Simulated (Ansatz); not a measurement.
Ansatz (a first-principles code) input (RI-MP2/cc-pVQZ):
A basis named .json is the Basis Set Exchange file of that set.

Ansatz 0.2 input:
```yaml
crystal:
  periodic: [false, false, false]
  atoms:
    - {symbol: C, position_ang: [-1.58722249, -0.80952914, -0.38908962]}
    - {symbol: C, position_ang: [-0.48787175, 0.05899575, 0.21979378]}
    - {symbol: C, position_ang: [-0.42384481, 1.43919865, -0.42801241]}
    - {symbol: C, position_ang: [0.86316285, -0.65570489, 0.11768014]}
    - {symbol: O, position_ang: [1.92475347, -0.02209898, 0.68583766]}
    - {symbol: H, position_ang: [-2.56300861, -0.33247512, -0.28641935]}
    - {symbol: H, position_ang: [-1.64188098, -1.78829026, 0.09315440]}
    - {symbol: H, position_ang: [-1.40967196, -0.97163039, -1.45621544]}
    - {symbol: H, position_ang: [-0.69486554, 0.18551367, 1.28812278]}
    - {symbol: H, position_ang: [-0.25903882, 1.35279358, -1.50626041]}
    - {symbol: H, position_ang: [0.39196110, 2.02755006, -0.00737432]}
    - {symbol: H, position_ang: [-1.35544788, 1.98720571, -0.27682986]}
    - {symbol: H, position_ang: [0.80810495, -1.69410506, 0.49404897]}
    - {symbol: H, position_ang: [1.14047726, -0.78753250, -0.95115926]}
basis:
  gaussian:
    orbitals: cc-pVQZ
    fitting: {mean_field: def2-universal-jkfit, correlation: cc-pVQZ-RIFIT.json}
magnetization: {spin_polarized: true, initial_magnetization: 1}
correlation: {method: mp2, electrons: outside_noble_gas}
```

End of the output:

```
integrals: 1.26 GiB planned
539 factors; integrals over basis functions are off by at most 4.0e0 eV
1.16 GiB of device memory are held for the factors and their scratch space
mean field: 2.79 GiB planned
mean field evaluation 1: about -6296.6839 eV, gradient 3.0e1 eV
mean field evaluation 2: about -6301.2487 eV, gradient 1.7e1 eV
mean field evaluation 4: about -6302.8797 eV, gradient 2.3e0 eV
mean field evaluation 8: about -6302.9830 eV, gradient 4.7e-2 eV
mean field evaluation 16: about -6302.7515 eV, gradient 7.0e0 eV
mean field evaluation 32: about -6302.5799 eV, gradient 1.1e1 eV
mean field -6302.98299193 eV, -231.6303526382 hartree, gradient 4.9e-6 eV, S^2 0.760361; 4 other end points of the search recorded, 0 dependent functions left out
5 core orbitals not correlated
1155 factors; their error is unknown
reference -6302.98299193 eV, -231.6303526382 hartree; 16, 15 occupied and 524, 525 virtual orbitals, 1155 factors
second order -25.92542237 eV of doubles, -0.00000000 eV of singles
Total energy: -6328.90841430 eV, -232.5830943373 hartree
```

It need not be the lowest isomer of its formula.
